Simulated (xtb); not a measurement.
hexafluoropropene (C3F6), singlet, geometry from GFN2-xTB; xtb with GFN2-xTB.

Input for xtb:
```
$ xtb mol.xyz --gfn 2 --etemp 3000 --json

# file mol.xyz
9

F      2.49184748    -0.18829557     0.79842098
C      1.31418502     0.24683492     0.42467974
F      1.26067366     1.55824784     0.42112146
C      0.28229877    -0.52520184     0.08521556
F      0.37606850    -1.85663792     0.10149667
C     -1.06436063     0.03101770    -0.34154878
F     -1.61086992     0.78624932     0.61807922
F     -0.95447491     0.80748822    -1.42550070
F     -1.91799358    -0.94215242    -0.62584863
```

Question: What does xtb print? Leave out banner, timings and long lists.

Answer: 
```
   ID    Z sym.   atoms
    1    9 F      1, 3, 5, 7-9
    2    6 C      2, 4, 6

           -------------------------------------------------
          |                Calculation Setup                |
           -------------------------------------------------

           -------------------------------------------------
          |                 G F N 2 - x T B                 |
           -------------------------------------------------

          ...................................................
          :                      SETUP                      :
          :.................................................:
          :  # basis functions                  36          :
          :  # atomic orbitals                  36          :
          :  # shells                           18          :
          :  # electrons                        54          :
          :  max. iterations                   250          :
          :  Hamiltonian                  GFN2-xTB          :
          :  restarted?                      false          :
          :  GBSA solvation                  false          :
          :  PC potential                    false          :
          :  electronic temp.         3000.0000000     K    :
          :  accuracy                    1.0000000          :
          :  -> integral cutoff          0.2500000E+02      :
          :  -> integral neglect         0.1000000E-07      :
          :  -> SCF convergence          0.1000000E-05 Eh   :
          :  -> wf. convergence          0.1000000E-03 e    :
          :  Broyden damping             0.4000000          :
          :  net charge                          0          :
          :  unpaired electrons                  0          :
          ...................................................

 iter      E             dE          RMSdq      gap      omega  full diag
   1    -34.8399752 -0.348400E+02  0.549E+00    5.14       0.0  T
   2    -34.8936498 -0.536746E-01  0.299E+00    4.66       1.0  T
   3    -34.8951324 -0.148255E-02  0.188E+00    4.86       1.0  T
   4    -34.9031629 -0.803057E-02  0.685E-01    4.77       1.0  T
   5    -34.9051247 -0.196176E-02  0.761E-02    4.79       1.0  T
   6    -34.9051298 -0.508346E-05  0.373E-02    4.78       1.0  T
   7    -34.9051306 -0.828633E-06  0.928E-03    4.78       3.6  T
   8    -34.9051308 -0.155359E-06  0.200E-03    4.78      16.7  T
   9    -34.9051308 -0.249609E-07  0.396E-04    4.78      84.3  T
  10    -34.9051308 -0.470834E-09  0.833E-05    4.78     400.4  T

   *** convergence criteria satisfied after 10 iterations ***

         :::::::::::::::::::::::::::::::::::::::::::::::::::::
         ::                     SUMMARY                     ::
         :::::::::::::::::::::::::::::::::::::::::::::::::::::
         :: total energy             -34.769847803073 Eh    ::
         :: gradient norm              0.000112612079 Eh/a0 ::
         :: HOMO-LUMO gap              4.783399389031 eV    ::
         ::.................................................::
         :: SCC energy               -34.905127713363 Eh    ::
         :: -> isotropic ES            0.068648255323 Eh    ::
         :: -> anisotropic ES          0.008058364866 Eh    ::
         :: -> anisotropic XC         -0.036155988902 Eh    ::
         :: -> dispersion             -0.005235611570 Eh    ::
         :: repulsion energy           0.135279910289 Eh    ::
         :: add. restraining           0.000000000000 Eh    ::
         :: total charge               0.000000000034 e     ::
         :::::::::::::::::::::::::::::::::::::::::::::::::::::

           -------------------------------------------------
          |                Property Printout                |
           -------------------------------------------------

    * Orbital Energies and Occupations

         #    Occupation            Energy/Eh            Energy/eV
      -------------------------------------------------------------
         1        2.0000           -0.9240731             -25.1453
       ...           ...                  ...                  ...
        15        2.0000           -0.6368433             -17.3294
        16        2.0000           -0.6010879             -16.3564
        17        2.0000           -0.5899761             -16.0541
        18        2.0000           -0.5894879             -16.0408
        19        2.0000           -0.5865480             -15.9608
        20        2.0000           -0.5843070             -15.8998
        21        2.0000           -0.5808052             -15.8045
        22        2.0000           -0.5768942             -15.6981
        23        2.0000           -0.5738687             -15.6158
        24        2.0000           -0.5730738             -15.5941
        25        2.0000           -0.5730579             -15.5937
        26        2.0000           -0.5341562             -14.5351
        27        1.9998           -0.4920429             -13.3892 (HOMO)
        28        0.0002           -0.3162562              -8.6058 (LUMO)
        29                         -0.0736873              -2.0051
        30                         -0.0598447              -1.6285
        31                          0.0246131               0.6698
        32                          0.0502873               1.3684
        33                          0.0862347               2.3466
        34                          0.1193749               3.2484
        35                          0.2895393               7.8788
        36                          0.5055564              13.7569
      -------------------------------------------------------------
                  HL-Gap            0.1757867 Eh            4.7834 eV
             Fermi-level           -0.4040888 Eh          -10.9958 eV

     #   Z          covCN         q      C6AA      α(0)
     1   9 F        0.788    -0.122    10.458     3.820
     2   6 C        2.556     0.331    21.436     7.568
     3   9 F        0.789    -0.134    10.578     3.842
     4   6 C        2.749     0.095    25.872     8.329
     5   9 F        0.787    -0.143    10.661     3.857
     6   6 C        3.332     0.498    17.190     6.575
     7   9 F        0.791    -0.182    11.047     3.926
     8   9 F        0.791    -0.182    11.047     3.926
     9   9 F        0.792    -0.161    10.844     3.890

 Mol. C6AA /au·bohr⁶  :       1106.361116
 Mol. C8AA /au·bohr⁸  :      23903.731397
 Mol. α(0) /au        :         45.732933

Wiberg/Mayer (AO) data.
largest (>0.10) Wiberg bond orders for each atom

 ---------------------------------------------------------------------------
     #   Z sym  total        # sym  WBO       # sym  WBO       # sym  WBO
 ---------------------------------------------------------------------------
     1   9 F    1.214 --     2 C    1.032
     2   6 C    3.855 --     4 C    1.678     1 F    1.032     3 F    1.023
     3   9 F    1.198 --     2 C    1.023
     4   6 C    3.885 --     2 C    1.678     5 F    1.007     6 C    0.935
     5   9 F    1.159 --     4 C    1.007
     6   6 C    3.871 --     9 F    0.982     8 F    0.957     7 F    0.957
                             4 C    0.935
     7   9 F    1.093 --     6 C    0.957
     8   9 F    1.093 --     6 C    0.957
     9   9 F    1.115 --     6 C    0.982
 ---------------------------------------------------------------------------

Topologies differ in total number of bonds
Writing topology from bond orders to xtbtopo.mol

molecular dipole:
                 x           y           z       tot (Debye)
 q only:        0.342      -0.022       0.110
   full:        0.380      -0.027       0.122       1.016
molecular quadrupole (traceless):
                xx          xy          yy          xz          yz          zz
 q only:       -0.927       0.258      -1.314      -1.131       0.042       2.240
  q+dip:       -0.206       0.755      -3.562      -1.414       0.162       3.768
   full:       -0.937       0.425      -3.129      -1.787       0.056       4.067

           -------------------------------------------------
          | TOTAL ENERGY              -34.769847803073 Eh   |
          | GRADIENT NORM               0.000112612079 Eh/α |
          | HOMO-LUMO GAP               4.783399389031 eV   |
           -------------------------------------------------

normal termination of xtb
```
